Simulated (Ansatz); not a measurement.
Consider the atomization: `[NH2][Ga]1[CH2][Al]1[OH]` → Al• + C• + Ga• + 5 H• + N• + O•.

Gas-phase electronic energies from Ansatz, PBE0-D4/def2-TZVP geometries. CBS: MP2 limit from def2 TZ/QZ plus the TZ coupled-cluster correction, frozen cores. This one scheme is used for every species, atoms too. For atomizations the MP2-based limit and the directly extrapolated one differ by several kJ/mol either way, and by 10 to 25 for some Ge, Se and Sn compounds, so smaller differences from it don't rank the levels. DFT in def2-TZVPP. Open shells (•) are unrestricted, without spin–orbit coupling. Spin–orbit coupling would lower the free atoms: a little for Al, C, O; clearly for Ga. For Ga outer-core shells are correlated without core-valence functions, so the limit isn't a true one: a few kJ/mol of doubt a bond, and 10 to 20 or more in all where bonds break to atoms. Scalar relativity is left out up to krypton. Each species was taken in one conformer, which may not be the lowest.

`[NH2][Ga]1[CH2][Al]1[OH]`:

Cartesian coordinates in Å:
```
N 1.858 1.846 -0.141
Ga 0.597 0.615 0.282
C -0.093 -0.971 -0.859
Al -1.267 -0.843 0.653
O -2.838 -1.268 1.115
H 2.349 1.855 -1.021
H 2.209 2.539 0.497
H 0.679 -1.693 -0.520
H -0.237 -1.094 -1.934
H -3.257 -0.985 1.926
```

Task: What is ΔE at CCSD(T)/CBS? (Estimate.)

Result: The calculation gave: +3358.6 kJ/mol.

Task: What do these levels give: revPBE-D4, CAM-B3LYP-D4, B2PLYP, r2SCAN, MP2/def2-SVP, HF/CBS(def2)? (Estimate.)

Result: The calculation gave: revPBE-D4 3304.1, CAM-B3LYP-D4 3336.7, B2PLYP 3297.8, r2SCAN 3350.9, MP2/def2-SVP 3165.6, HF/CBS(def2) 2256.1 kJ/mol.

Largest T1 diagnostic among the species: 0.018.

From PBE to PBE0 (25 % exact exchange), in def2-TZVPP and without D4, ΔE moves by −81.8 kJ/mol: exact exchange takes away binding that semilocal exchange gives to molecules. Leaving LDA and LC-ωPBE aside and taking each functional with its dispersion term where it has one, the values, not all of them listed here, spread over 216.2 kJ/mol, from BHLYP-D4 to PBE-D4. LDA lies +483.2 kJ/mol from PBE without D4, its usual overbinding.
